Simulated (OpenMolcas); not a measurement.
## CH5BN2 (SMILES NC1BN1): the vertical energy of the triplet above the singlet, rung by rung

CH5BN2: 9 atoms, total charge 0, spin state singlet. SMILES: `NC1BN1`. The coordinates come from a PBE0-D4/def2-TZVP relaxation. This is one conformer, not always the lowest.

Each level gives the vertical energy of the triplet above the singlet (eV). The values are calculated.

| level | kind | program | value (eV) |
| --- | --- | --- | --- |
| HF/cc-pVDZ | Hartree–Fock | OpenMolcas | 5.60 |
| SVWN5/cc-pVDZ | LDA | OpenMolcas | 5.25 |
| BLYP/cc-pVDZ | GGA | OpenMolcas | 5.20 |
| PBE/cc-pVDZ | GGA | OpenMolcas | 5.17 |
| revPBE/cc-pVDZ | GGA | OpenMolcas | 5.18 |
| M06-L/cc-pVDZ | meta-GGA | OpenMolcas | 5.48 |
| TPSS/cc-pVDZ | meta-GGA | OpenMolcas | 5.25 |
| r2SCAN/cc-pVDZ | meta-GGA | OpenMolcas | 5.23 |

The values span 5.17 to 5.60 eV. A triplet this far above the singlet is often a Rydberg-like or dissociative state; sets without diffuse functions put Rydberg states too high.
